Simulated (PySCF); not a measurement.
Some computed properties have been withheld. Give your best values.

Compound: [closo-8-(SH)B11H10]2- (charge -2).
Bonds: B1–B3, B1–B5, B1–B6, B1–B9, B1–B10, B2–B3, B2–B4, B2–B7, B2–B9, B2–B11, B3–B4, B3–B9, B3–B10, B4–B8, B4–B10, B4–B11, B5–B6, B5–B7, B5–B8, B5–B10, B6–B7, B6–B9, B7–B8, B7–B9, B7–B11, B8–B10, B8–B11, B10–S21. Hydrogens: H12 on B1; H13 on B2; H14 on B3; H15 on B4; H16 on B5; H17 on B6; H18 on B7; H19 on B8; H20 on B9; H23 on B11; H22 on S21.

| property | level | value |
| --- | --- | --- |
| rotational constants A, B, C | PBE0-D3(BJ)/def2-SVP | ? |
| HOMO energy | KT2/pcSseg-1 | 2.70 eV |
| LUMO energy | KT2/pcSseg-1 | ? |
| 1H chemical shifts (computed TMS as zero) by class | GIAO KT2/pcSseg-1 | ? |
| isotropic shieldings of nuclei other than C and H, by class | GIAO KT2/pcSseg-1 | 106 (B6/B11), 122 (B2/B9), 122 (B1/B4), 122 (B10), 123 (B5/B8), 130 (B3), 132 (B7), 686 (S21) ppm |

Electronic properties: PySCF, gas phase, density fitting. Geometry: PBE0-D3(BJ)/def2-SVP; no solvent or vibrations. Whether so highly charged an anion holds all its electrons in the gas phase wasn't checked; a finite basis holds them in any case. No counter-ion or solvent screens the charge of this multiply charged ion. NMR classes are plain means over equivalent atoms (diastereotopic ones count apart unless rotation or inversion swaps them), as if these changed places fast; in this geometry the members of some classes differ. The HOMO energy is positive, so at this level the finite basis confines the outermost electrons. No diffuse functions stand in pcSseg-1, which bears on an anion's orbital energies.

The LUMO energy?

6.45 eV.

The rotational constants A, B, C?

1.643, 0.916, 0.827 GHz.

What are the 1H chemical shifts (computed TMS as zero) by class?

2.98 (H17/H23), 1.64 (H16/H19), 1.51 (H13/H20), 1.41 (H14), 0.96 (H12/H15), 0.45 (H18), 0.11 (H22) ppm.

The rotational constants make it an asymmetric top with κ = (2B − A − C)/(A − C) = -0.78, nearer the prolate limit (−1). With B = h/(8π²I), that is 505.379 GHz u Å² over I, the principal moments of inertia are 307.5, 552.0 and 611.2 u Å² (most abundant isotopes).
